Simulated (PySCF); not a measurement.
Computed with B3LYP-D3(BJ)/def2-TZVP in PySCF. Gas-phase values, no solvent. One relaxed conformer stands for a flexible species; it need not be the lowest. B3LYP has the VWN-RPA correlation part, as in Gaussian. Delta-SCF ions had no search for a lower state. Excitations are Tamm–Dancoff values on a coarser integration grid. The basis has no diffuse functions, so Rydberg states are missing or too high.

Reference species (SMILES): `BC(=C)C=C` (neutral, multiplicity 1).

S1–T1 gap (TDA): 1.43 eV
LUMO: -2.27 eV
vertical ionisation energy (Delta-SCF): 9.06 eV

Changed species: `B/C=C\C=C`.

Q: Give the shifts of the S1–T1 gap (TDA), LUMO and vertical ionisation energy (Delta-SCF).

A: the S1–T1 gap (TDA) goes up by 0.71 eV, to 2.14 eV; the LUMO decreases by 0.26 eV, to -2.53 eV; the vertical ionisation energy (Delta-SCF) goes up by 0.15 eV, to 9.21 eV.
